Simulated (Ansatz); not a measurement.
Born–Oppenheimer molecular dynamics of BCl₂H₆NSi (11 atoms, charge 0, multiplicity 1). It starts at the highest image of a converged band. Of that band: A structure lower than the first end lies on the path between it and the top, so the climb from that side starts below the end, which may itself be a saddle point or a shallow side well. Neighbouring images differ by up to 1.9 eV, so the band resolves the path poorly. A vibrational analysis at the climbing image gives one clearly imaginary mode, 1502i cm⁻¹: a first-order saddle point.

Method: Ansatz, RKS B3LYP-D4/6-31G*.

| Property | Result |
| --- | --- |
| ensemble | NVE (velocity Verlet) |
| time step | 0.5 fs |
| steps asked | 200 |
| starting velocities drawn for | 300 K |
| seed | 11729 |

First frame:

```xyz
11
Properties=species:S:1:pos:R:3
B -0.052 -0.317 0.194
H -0.985 0.282 1.010
Cl 1.437 0.702 0.397
Cl -0.836 -0.370 -1.440
N 0.014 -1.696 0.905
H -0.540 -2.404 0.427
Si 1.348 -2.301 1.909
H 0.906 -3.639 2.378
H 2.619 -2.434 1.159
H 1.527 -1.390 3.063
H -0.814 -0.648 1.334
```

Question: What does the run give?

Answer: All steps were run.

```json
{
  "steps done": "200",
  "time covered": "100 fs",
  "mean temperature over the second half": "936 K",
  "spread of the potential energy over the second half": "30.1 meV per atom",
  "mean potential energy of the second half above the start": "-67.3 meV per atom"
}
```

The conserved energy stayed within 1.1 meV per atom of its start (net change -0.22 meV per atom), so the integration is sound. The kinetic energy rose, since the run started high on the potential surface and went downhill. A run of 0.1 ps of so small a system gives no equilibrium averages. The orbitals stay closed-shell, which can raise the energy where a bond breaks towards radicals; this wasn't checked here.

Question: What happens to the structure?

Answer: Between its relaxed ends the band would form H2–H11 and break B1–H2, N5–H11. These pairs go: H2–H11 1.00 → 2.37 Å, B1–H2 1.38 → 1.14 Å, N5–H11 1.40 → 1.09 Å. In the last frame they stand as before the step (other bonds may differ from the relaxed reactants and products). Also parted: B1–H11 1.41 → 2.19 Å. It ends as one piece, BCl2H6NSi. Pairs count as bonded within 1.25 times the sum of covalent radii (0.12 Å more for H–H). Another seed would give other details.

Question: How do temperature and energy run in time?

Answer: 
```csv
time (fs),T (K),potential energy less start (eV),conserved less start (meV/atom)
0,300,0.000,0.00
5,490,-0.219,0.15
10,1269,-1.134,-0.59
15,842,-0.629,0.15
20,881,-0.667,0.81
25,840,-0.626,0.21
30,784,-0.559,0.35
35,220,0.097,0.28
40,556,-0.292,0.53
45,809,-0.590,0.18
50,1052,-0.876,-0.10
55,990,-0.800,0.17
60,1284,-1.151,-0.66
65,463,-0.188,0.14
70,776,-0.559,-0.48
75,1157,-0.998,-0.05
80,1265,-1.127,-0.48
85,1207,-1.059,-0.36
90,1136,-0.976,-0.32
95,780,-0.561,-0.29
100,704,-0.473,-0.22
```

Time of the run: 6.2 min on 2 threads of Intel(R) Xeon(R) 6975P-C (Granite Rapids), with other jobs on the host, peak memory 0.26 GiB.
